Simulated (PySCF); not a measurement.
C2H9FOSi2, SMILES [Si@H]([SiH2]C)(F)OC. Geometry optimised at B3LYP-D3(BJ)/def2-SVP. The structure was generated by enumeration; whether it is a known compound was not checked. One conformer was computed; it need not be the lowest.

Computed equilibrium geometry at B3LYP-D3(BJ)/def2-SVP (PySCF confirms it by a frequency run) as Cartesian coordinates in Å (one conformer of several):
```xyz
15

C      2.8419     0.0303    -0.0146
O      1.4720    -0.1953     0.2496
Si     0.2317    -0.0664    -0.8439
F      0.0668     1.5028    -1.2841
Si    -1.6655    -0.7395     0.3443
C     -1.6820     0.1952     1.9851
H      3.1677    -0.4662    -0.9477
H      3.4349    -0.3777     0.8183
H      3.0596     1.1090    -0.1022
H      0.5859    -0.7901    -2.1012
H     -1.5862    -2.2156     0.5672
H     -2.8970    -0.4616    -0.4548
H     -1.7750     1.2779     1.8062
H     -2.5181    -0.1260     2.6254
H     -0.7363     0.0179     2.5202
```
